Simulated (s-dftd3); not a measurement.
C4F5, doublet, geometry from GFN2-xTB; D3(zero) for tpssh run with s-dftd3.

The s-dftd3 input:
```
$ s-dftd3 mol.xyz --zero tpssh --json dftd3.json --noedisp --grad

# file mol.xyz
9

F      2.56485283     0.59806167    -1.46075901
C      1.42083046     0.47569816    -0.85575479
C      0.81968034    -0.51578234    -0.23893722
F      1.39889688    -1.74446868    -0.12917273
C     -0.49709445    -0.43161779     0.38488786
F     -0.94140706    -1.55040162     0.96521170
C     -1.26190316     0.66484979     0.40949713
F     -2.45053496     0.75871527     0.96684631
F     -0.89281649     1.80932814    -0.14192158
```

What does s-dftd3 print? Leave out banner, timings and long lists.


```
-----------------------------------
 s i m p l e   D F T - D 3  v1.4.0
-----------------------------------

Zero (Chai-Head-Gordon) damping: tpssh-D3(0)
--------------------
  s6         1.0000
  s8         1.2190
  s9         0.0000
 rs6         1.2230
 rs8         1.0000
 alp        14.0000
--------------------

Dispersion energy:      -3.9111669748438E-03 Eh

Gradient norm:           7.0827210212980E-04 Eh/a0
--------------------------------------------------
     #    Z           dE/dx      dE/dy      dE/dz
--------------------------------------------------
     1    9 F     1.807E-05 -1.699E-05 -3.453E-06
     2    6 C    -1.653E-04 -1.957E-04  1.448E-04
     3    6 C     5.676E-05 -5.174E-05 -1.138E-05
     4    9 F    -1.748E-04  2.134E-04  1.760E-05
     5    6 C    -4.693E-05  2.302E-04 -5.101E-05
     6    9 F     1.626E-04  1.169E-04 -1.181E-04
     7    6 C     1.574E-04 -2.136E-04 -8.974E-06
     8    9 F     1.741E-04  1.089E-04 -1.212E-04
     9    9 F    -1.820E-04 -1.915E-04  1.517E-04
--------------------------------------------------

Virial:
--------------------------------------------------
      component           x          y          z
--------------------------------------------------
          x      -1.850E-03 -2.202E-04  9.857E-04
          y      -2.202E-04 -2.146E-03  8.005E-04
          z       9.857E-04  8.005E-04 -7.453E-04
--------------------------------------------------

[Info] JSON dump of results written to 'dftd3.json'
```
